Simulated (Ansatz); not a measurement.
System: H2O, charge 1, multiplicity 2. SMILES: [OH2+]
Geometry from a B3LYP-D3(BJ)/def2-TZVP (Ansatz, a quantum-chemistry and plane-wave program) optimisation:
```
O
H 1 1.0078
H 1 1.0078 2 110.00
```
Charge +1, spin multiplicity 2.

Computed values are from Ansatz. Valence correlation only, unless marked. Open shells are spin-unrestricted. Spin-orbit coupling is left out. Non-relativistic. CBS marks a two-point X^-3 extrapolation of the correlation energy; Hartree-Fock from the larger set (for Q and 5 zeta extrapolated as (X+1)exp(-9√X)).

The vertical ionisation energy (to the triplet) comes out as 26.99 eV at CCSD(T)/CBS(aug-cc-pVTZ,aug-cc-pVQZ) and the vertical electron affinity (to the singlet; negative means unbound) is 12.54 eV at CCSD(T)/CBS(aug-cc-pVTZ,aug-cc-pVQZ). The total energy comes out as -75.9101 Eh at CCSD(T)/CBS(cc-pVQZ,cc-pV5Z). The T1 diagnostic comes out as 0.008 at CCSD/cc-pV5Z.
